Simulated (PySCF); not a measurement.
# Electron correlation in B (boron, neutral)

[He] 2s1 2p2, high-spin 4P determinant (an excited configuration). Calculation: PySCF 2.14, in aug-cc-pwCVDZ (5s4p2d, 27 functions); no relativity, point nucleus. Frozen: nothing; 5 electrons correlated.

```
  level  correlation energy (mhartree)
   CCSD                         -41.46
    (T)                          -0.09
CCSD(T)                         -41.55
  CCSDT                         -41.58
```

Diagnostics: T1 = 0.0035, D1 = 0.0074, largest double amplitude 0.046.

Cost of the coupled-cluster step: roughly 0.3 core-seconds, for 5 correlated electrons.

Iterations:

```
CC2 = 0
CCSD nocc = (np.int64(4), np.int64(1)), nmo = (27, 27)
frozen orbitals [[], []]
max_cycle = 100
direct = 0
conv_tol = 1e-08
conv_tol_normt = 1e-06
diis_space = 8
diis_start_cycle = 0
Init t2, MP2 energy = -0.0347139677526989
Init E_corr(UCCSD) = -0.0347139677554573
cycle = 1  E_corr(UCCSD) = -0.0397358347607538  dE = -0.00502186701  norm(t1,t2) = 0.0238047
cycle = 2  E_corr(UCCSD) = -0.0408858093328621  dE = -0.00114997457  norm(t1,t2) = 0.00924835
cycle = 3  E_corr(UCCSD) = -0.0414872127633241  dE = -0.00060140343  norm(t1,t2) = 0.00403582
cycle = 4  E_corr(UCCSD) = -0.0414544475189773  dE = 3.27652443e-05  norm(t1,t2) = 0.000658309
cycle = 5  E_corr(UCCSD) = -0.0414615603283341  dE = -7.11280936e-06  norm(t1,t2) = 6.38996e-05
cycle = 6  E_corr(UCCSD) = -0.0414600467356201  dE = 1.51359271e-06  norm(t1,t2) = 6.85602e-06
cycle = 7  E_corr(UCCSD) = -0.0414601827755109  dE = -1.36039891e-07  norm(t1,t2) = 1.47544e-06
cycle = 8  E_corr(UCCSD) = -0.0414601708272892  dE = 1.19482217e-08  norm(t1,t2) = 3.63581e-07
cycle = 9  E_corr(UCCSD) = -0.0414601682722301  dE = 2.55505905e-09  norm(t1,t2) = 5.09096e-08
UCCSD converged
E(UCCSD) = -24.49012290245347  E_corr = -0.04146016827223014
UCCSD(T) correction = -9.06783667195131e-05
```
